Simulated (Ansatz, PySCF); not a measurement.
Energy difference 2 R1 + R2 → 2 P1 + P2, each structure at its B3LYP-D3(BJ)/def2-TZVP stationary point, reached from a drawn start (curvature not checked).
P1, H2 (SMILES [H][H]) (charge 0, multiplicity 1):
```xyz
2

H      0.000     0.000     0.372
H      0.000     0.000    -0.372
```
R1: HF (SMILES F), charge 0, multiplicity 1.
R2: SiH4 (SMILES [SiH4]), charge 0, multiplicity 1.
P2: F2H2Si (SMILES F[SiH2]F), charge 0, multiplicity 1.

P less R. No zero-point or thermal terms.

Correlated levels freeze the cores.

The values were computed with Ansatz (Gaussian orbitals); PySCF for the D3/D4 terms. Each number belongs to the level named beside it.

PBE/def2-TZVPP gives -221.9 kJ/mol for the reaction energy.

### Question
Where do these levels fall relative to PBE: PBE-D3(BJ)/def2-TZVPP, r2SCAN/def2-TZVPP, PBE0/def2-TZVPP, wB97M-V/def2-TZVPP, B2PLYP/def2-TZVPP, MP2/cc-pV(Q+d)Z, CCSD(T)/cc-pV(Q+d)Z.

### Answer
PBE-D3(BJ)/def2-TZVPP -0.5; r2SCAN/def2-TZVPP -27.3; PBE0/def2-TZVPP 1.8; wB97M-V/def2-TZVPP -19.7; B2PLYP/def2-TZVPP -21.8; MP2/cc-pV(Q+d)Z -32.3; CCSD(T)/cc-pV(Q+d)Z -22.6 kJ/mol. 1 of 7 lie above PBE; the widest gap is to MP2/cc-pV(Q+d)Z.

Ansatz is a first-principles code.
